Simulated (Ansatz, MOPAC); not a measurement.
System: SiNH4, net charge 0, doublet state. SMILES: [NH][SiH3]
Coordinates optimised at B3LYP-D3(BJ)/def2-TZVP (Ansatz, a program for electronic structure):
```
Si
N 1 1.7545
H 2 1.0233 1 112.94
H 1 1.4766 2 109.05 3 -171.64
H 1 1.4867 4 109.54 2 -122.57
H 1 1.4875 4 109.53 5 -119.05
```
Charge 0, spin multiplicity 2.

Wanted: vertical ionisation energy to the triplet, in eV. Terms: open shells spin-unrestricted; valence correlation only; non-relativistic; each state is the SCF solution reached for its charge and spin; spin-orbit terms left out; six Cartesian d functions in 6-31G* and its kin unless marked 5d; no dispersion term unless named. CBS(X,Y): correlation extrapolated as X^-3; Hartree-Fock from the larger set. [CCSD(T)-MP2]/basis is that difference in the basis named. Ab initio and DFT rows: single points at B3LYP-D3(BJ) geometries (Ansatz). Semi-empirical rows: differences of heats of formation at the shared geometry for vertical values.

```tsv
species	coefficient	E at B3LYP/6-31G* (Ansatz), Eh	E at PBE/def2-TZVPD (Ansatz), Eh	heat of formation at MNDO (MOPAC), kcal/mol
charge 1, triplet	+1	-346.20410	-346.01421	270.64
charge 0, doublet	-1	-346.58296	-346.39083	38.92
```

Coupled cluster (Ansatz) is a level with limits of its own, used here on species with T1 under 0.025 (0.045 for open shells) and stable references: RI-MP2/CBS(aug-cc-pV(T+d)Z,aug-cc-pV(Q+d)Z)+[CCSD(T)-MP2]/aug-cc-pV(T+d)Z. Value to compare with, RI-MP2/CBS(aug-cc-pV(T+d)Z,aug-cc-pV(Q+d)Z)+[CCSD(T)-MP2]/aug-cc-pV(T+d)Z (Ansatz): 10.69 eV. 1 Eh = 27.2114 eV and 1 eV = 23.0605 kcal/mol.

Work the quantity out at each level, and compare with RI-MP2/CBS(aug-cc-pV(T+d)Z,aug-cc-pV(Q+d)Z)+[CCSD(T)-MP2]/aug-cc-pV(T+d)Z (Ansatz).


- B3LYP/6-31G*: the sum of coefficient times E is 0.37886 Eh, or 10.309 eV. Result: 10.31 eV. Its difference against RI-MP2/CBS(aug-cc-pV(T+d)Z,aug-cc-pV(Q+d)Z)+[CCSD(T)-MP2]/aug-cc-pV(T+d)Z (Ansatz) is -0.38 eV.
- PBE/def2-TZVPD: the sum of coefficient times E is 0.37662 Eh, or 10.248 eV. Result: 10.25 eV. Its difference against RI-MP2/CBS(aug-cc-pV(T+d)Z,aug-cc-pV(Q+d)Z)+[CCSD(T)-MP2]/aug-cc-pV(T+d)Z (Ansatz) is -0.44 eV.
- MNDO: the sum of coefficient times heat of formation is 231.72 kcal/mol, or 10.05 eV. Its difference against RI-MP2/CBS(aug-cc-pV(T+d)Z,aug-cc-pV(Q+d)Z)+[CCSD(T)-MP2]/aug-cc-pV(T+d)Z (Ansatz) is -0.64 eV.
